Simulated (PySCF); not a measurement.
Job file and geometry (Å, from PBE0-D3(BJ)/def2-SVP) of an NMR shielding run on SMILES [SiH2]1N(CC=C)[SiH2]CC1, C₅H₁₃NSi₂, GIAO B97-2/pcSseg-1 NMR shielding, non-relativistic, gas phase in PySCF 2.14.0, density-fitted response routines; density fitting, a coarse starting grid and PySCF grid level 2 are the driver's defaults:

```
$ OMP_NUM_THREADS=1 python probes_run.py task.json out

{"job": {"kind": "nmr", "xc": "B97-2", "basis": "pcSseg-1", "pop": false}, "charge": 0, "multiplicity": 1}
C      2.676263    -0.965035    -1.089917
C      1.690124    -1.132098    -0.207902
C      1.153988    -0.050922     0.682154
N     -0.250148     0.225696     0.412852
Si    -0.847543     0.600987    -1.195030
C     -2.571224     1.225761    -0.728667
C     -3.014417     0.472108     0.541896
Si    -1.489735     0.298138     1.644506
H      3.019169    -1.781721    -1.730606
H      3.179038     0.001574    -1.201801
H      1.189345    -2.104821    -0.125561
H      1.773442     0.858684     0.563323
H      1.268483    -0.366148     1.735364
H     -0.900017    -0.591723    -2.101053
H     -0.003481     1.637182    -1.871921
H     -3.302235     1.132293    -1.548277
H     -2.478319     2.304912    -0.514614
H     -3.355827    -0.545637     0.285028
H     -3.858173     0.967907     1.048784
H     -1.316770     1.464159     2.575535
H     -1.495321    -0.934504     2.497233
```

Q: What does the program print?

A: 
```
coarse grid: 17800 points
cycle   1  E = -831.8918990171  dE =  6.164e-01  |g| = 5.229e-01  |ddm| = 4.101e+00
cycle   2  E = -831.8363599956  dE =  5.554e-02  |g| = 7.133e-01  |ddm| = 1.175e+00
cycle   3  E = -831.9582473521  dE = -1.219e-01  |g| = 1.014e-01  |ddm| = 7.881e-01
cycle   4  E = -831.9602756031  dE = -2.028e-03  |g| = 3.932e-02  |ddm| = 1.297e-01
cycle   5  E = -831.9606284363  dE = -3.528e-04  |g| = 1.220e-02  |ddm| = 4.289e-02
cycle   6  E = -831.9606633260  dE = -3.489e-05  |g| = 4.011e-03  |ddm| = 1.328e-02
cycle   7  E = -831.9606671813  dE = -3.855e-06  |g| = 1.000e-03  |ddm| = 3.733e-03
final grid: 160720 points
cycle   8  E = -831.9934858430  dE = -5.834e-05  |g| = 4.655e-03  |ddm| = 2.850e-02
cycle   9  E = -831.9934830606  dE =  2.782e-06  |g| = 5.096e-03  |ddm| = 6.586e-03
cycle  10  E = -831.9934880882  dE = -5.028e-06  |g| = 1.410e-03  |ddm| = 4.978e-03
cycle  11  E = -831.9934885047  dE = -4.165e-07  |g| = 1.220e-04  |ddm| = 1.156e-03
cycle  12  E = -831.9934885074  dE = -2.730e-09  |g| = 6.485e-05  |ddm| = 1.769e-04
cycle  13  E = -831.9934885084  dE = -1.002e-09  |g| = 1.577e-05  |ddm| = 5.795e-05
cycle  14  E = -831.9934885085  dE = -6.139e-11  |g| = 4.975e-06  |ddm| = 2.002e-05
converged SCF energy = -831.9934885085

GIAO shielding tensors (ppm)
atom      isotropic    diamagn.    paramagn.     s11        s22        s33       span
  0 C       62.791     253.899    -191.108    -47.320     80.587    155.106    202.425
  1 C       38.211     257.510    -219.299    -83.377     48.222    149.789    233.166
  2 C      132.730     241.638    -108.909    111.203    133.604    153.382     42.179
  3 N      240.436     330.833     -90.396    203.305    235.697    282.307     79.003
  4 Si     378.392     882.217    -503.825    340.516    363.856    430.804     90.288
  5 C      176.181     255.790     -79.608    165.808    173.745    188.992     23.184
  6 C      175.986     254.790     -78.804    164.359    173.450    190.149     25.791
  7 Si     374.843     881.399    -506.556    322.897    361.039    440.594    117.697
  8 H       26.099      28.432      -2.333     23.065     25.208     30.024      6.959
  9 H       25.932      30.897      -4.965     22.281     25.587     29.928      7.647
 10 H       25.278      32.325      -7.047     21.918     25.433     28.483      6.565
 11 H       27.980      31.324      -3.344     23.575     26.633     33.731     10.156
 12 H       27.736      30.144      -2.408     22.580     27.849     32.781     10.201
 13 H       26.737      31.345      -4.608     22.782     25.420     32.010      9.227
 14 H       26.840      31.132      -4.292     23.397     25.119     32.006      8.610
 15 H       30.305      29.603       0.702     25.217     27.469     38.227     13.010
 16 H       30.437      31.501      -1.064     26.291     27.719     37.300     11.010
 17 H       30.345      31.550      -1.206     26.474     27.439     37.120     10.646
 18 H       30.302      28.253       2.050     25.155     27.382     38.371     13.216
 19 H       26.652      29.751      -3.098     23.179     24.283     32.495      9.316
 20 H       26.682      29.963      -3.281     23.352     24.669     32.025      8.672
```

Q: Turn these shieldings into chemical shifts. Chemical shifts δ = σref − σ; ¹³C (σref 183.69), ²⁹Si (σref 357.41), ¹H (σref 31.38) against TMS; NH3 for ¹⁵N (σref 262.91), all at this level.

A: Averaging equivalent atoms: C 1: 145.5; C 0: 120.9; C 2: 51.0; C 5/6: 7.6; N 3: 22.5; Si 4/7: -19.2; H 10: 6.10; H 9: 5.44; H 8: 5.28; H 13/14/19/20: 4.65; H 11/12: 3.52; H 15/16/17/18: 1.03 ppm. Experimental scales use liquid or dissolved standards, which lie at an offset from isolated NH3 (liquid NH3: subtract about 20 ppm).

Size and cost of the density-fitted run: 215 basis functions, 75 s wall time on 1 thread of an Arm Neoverse N1, shared host; peak memory 0.92 GiB.
